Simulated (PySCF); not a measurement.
Start geometry of `CC[Si](Br)(Br)CC` (SiEt2Br2) from GFN2-xTB (Å):
```
atom  x, y, z in Å
Si1   -0.216   -0.096   -0.183
C2    -0.399   -0.037    1.692
C3    -1.875    0.085    2.181
H4     0.311    0.807    2.088
H5     0.055   -0.965    2.048
H6    -1.846    0.085    3.287
H7    -2.242    1.018    1.880
H8    -2.378   -0.717    1.828
C9     1.471   -0.022   -0.860
C10    1.477   -0.039   -2.413
H11    1.980   -0.930   -0.531
H12    2.045    0.832   -0.530
H13    2.421   -0.010   -2.846
H14    0.922   -0.899   -2.817
H15    0.978    0.826   -2.830
Br16  -1.349    1.824   -0.956
Br17  -1.385   -1.763   -0.978
```

Q: What comes out of this run: PBE0-D3(BJ)/def2-SVP geometry optimisation, gas phase (PySCF 2.14.0)?

A: 
```
atom  x, y, z in Å
Si1   -0.2746    0.0035   -0.2690
C2    -0.6655   -0.0031    1.5592
C3    -2.1481    0.0013    1.9130
H4    -0.1543    0.8784    1.9862
H5    -0.1590   -0.8893    1.9818
H6    -2.2986    0.0013    3.0031
H7    -2.6511    0.8906    1.5039
H8    -2.6571   -0.8840    1.5028
C9     1.5534   -0.0137   -0.6618
C10    1.9054    0.0053   -2.1447
H11    1.9651   -0.9123   -0.1681
H12    1.9920    0.8552   -0.1390
H13    2.9950   -0.0175   -2.2970
H14    1.4746   -0.8627   -2.6665
H15    1.5159    0.9113   -2.6333
Br16  -1.1958    1.8210   -1.1935
Br17  -1.2259   -1.7861   -1.2168
```

The energy falls by 0.677 eV over 14 energy and gradient evaluations, the largest force component goes from 0.0851 to 1.5e-04 Eh/bohr, and the atoms move by 0.115 Å rms after alignment. The bond that changes most is Si1–Br16 (ends: silicon bonded to 2 Br and 2 C; bromine bonded to Si), which shortens by 0.122 Å. Bonds longer at the end by more than 0.005 Å: 9 of 16; shorter: 6. Among the angles that change most is H7–C3–H8, from 115.6° to 107.5°. Among the dihedrals that turn most is C9–Si1–C2–H4, from 45° to 57°. Rotational constants go from 975.1, 713.9, 601.8 to 966.7, 708.0, 595.6 MHz. The orientation of the end geometry is arbitrary; only internal coordinates are fixed.

The run used 188 basis functions and 81 SCF cycles in all. On an Intel Xeon at 2.50 GHz with one thread, shared host with 64 logical CPUs at a one-minute load of 51, this took 17 min wall, 14 min CPU and 1.1 GiB of memory at its peak.

Whether it is a minimum is left open (no frequencies). One conformer, not necessarily the lowest.
